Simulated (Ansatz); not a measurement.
Isolated molecules relaxed with PBE0-D4/def2-TZVP in Ansatz; ΔE leaves out vibrations. CCSD(T)/CBS is the MP2 limit (def2-TZVPP, def2-QZVPP) plus CCSD(T) − MP2 in def2-TZVPP, frozen cores. This one scheme is used for every species. For Se outer-core shells are correlated without core-valence functions, which leaves a few kJ/mol of doubt a bond. Scalar relativity is left out up to krypton. One conformer a species, not always the lowest.

`B[Se][SiH2]Cl` + CH₄ → `B[Se][SiH2]C` + HCl  (formal exchange of groups at the Si–Cl bond)

`B[Se][SiH2]Cl`:

Cartesian coordinates in Å:
```
B -0.348 0.241 -1.762
Se -1.100 -0.927 -0.446
Si 0.264 -0.334 1.283
Cl -0.423 1.351 2.229
H -0.844 0.206 -2.843
H 0.570 0.952 -1.495
H 0.259 -1.439 2.266
H 1.620 -0.050 0.768
```

CH₄:

Z-matrix (Å, degrees):
```
C
H 1 1.090
H 1 1.090 2 109.5
H 1 1.090 2 109.5 3 -120.0
H 1 1.090 2 109.5 3 120.0
```

`B[Se][SiH2]C`:

Cartesian coordinates in Å:
```
B 2.261 -0.007 0.484
Se 1.470 -0.991 -0.945
Si -0.708 -0.886 -0.208
C -1.356 0.859 -0.296
H 1.597 0.412 1.383
H 3.439 0.164 0.435
H -1.480 -1.793 -1.097
H -0.752 -1.408 1.181
H -0.758 1.521 0.334
H -1.320 1.233 -1.321
H -2.392 0.897 0.051
```

HCl:

Cartesian coordinates in Å:
```
Cl 0.550 0.246 0.214
H -0.550 -0.246 -0.214
```

| species | CCSD(T)/CBS(def2) energy (Eh) |
| --- | --- |
| `B[Se][SiH2]Cl` | -3176.84187 |
| CH₄ | -40.46206 |
| `B[Se][SiH2]C` | -2756.88603 |
| HCl | -460.38127 |

**Question.** Work out ΔE.

**Answer.** ΔE = (-2756.88603) + (-460.38127) − (-3176.84187) − (-40.46206) = 0.03663 Eh = +1.00 eV.

Largest T1 diagnostic among the species: 0.012.

In def2-TZVPP, CCSD(T) changes the Hartree–Fock value by −0.14 eV (the triples alone add −0.01 eV) and MP2 by −0.09 eV.
